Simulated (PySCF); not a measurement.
CH7ClO2Si2 (SMILES C[Si](O)(O)[SiH2]Cl), singlet, geometry from GFN2-xTB. Base run: PySCF with CAMB3LYP/6-31G, polarisability.

PySCF was given this input:
```python
from pyscf import gto, scf, dft
from pyscf.prop import polarizability

mol = gto.Mole()
mol.atom = '''
    Si    1.21726377   -0.24953734   -0.63991059
    Cl    1.57151952   -1.90664297    0.49116994
    Si   -0.77321940    0.71566838   -0.01734826
    C    -2.30916511   -0.39880863   -0.22465286
    O    -0.77154882    1.33854712    1.49923645
    O    -0.81965775    2.01196224   -0.99521852
    H     2.42144539    0.57095560   -0.46307175
    H     1.25221258   -0.72523279   -2.02658960
    H    -2.20270625   -1.33317436    0.31967444
    H    -3.21122714    0.08889802    0.13890902
    H    -2.47261924   -0.65134075   -1.26778734
    H    -0.74252494    0.77589323    2.26674068
    H    -1.39239017    2.74987396   -0.80036647
'''
mol.basis = '6-31g'
mol.verbose = 4
mol.build()

mf = dft.RKS(mol)
mf.xc = 'camb3lyp'
mf.kernel()
alpha = mf.Polarizability().polarizability()[2, 2]
print('alpha_zz =', alpha)
```

Each row names what was changed in the base input (with any setting that the change needs).

```tsv
change	alpha_zz (bohr³)	basis functions	core-seconds (rough)
base	59.24	80	100
basis = def2-SVP	63.06	131	100
functional = lda,vwn	63.10	80	20
functional = pbe	62.63	80	40
finite field (a.u.) = 2e-4; conv_tol = 1e-11	59.24	80	100
basis = cc-pVDZ	___	131	200
finite field (a.u.) = 0.001; conv_tol = 1e-6	59.24	80	80
functional = pbe0	___	80	30
finite field (a.u.) = 0.05; conv_tol = 1e-11	59.89	80	100
finite field (a.u.) = 0.001; conv_tol = 1e-11	59.24	80	200
basis = STO-3G	34.86	49	30
```

Complete the blanks.


- basis = cc-pVDZ, alpha_zz (bohr³): 64.62
- functional = pbe0, alpha_zz (bohr³): 60.26

Finite-field rows take the second difference of the energy in a field along z; a small field with loose convergence shows SCF noise divided by the square of the field, and a large one adds hyperpolarisability.
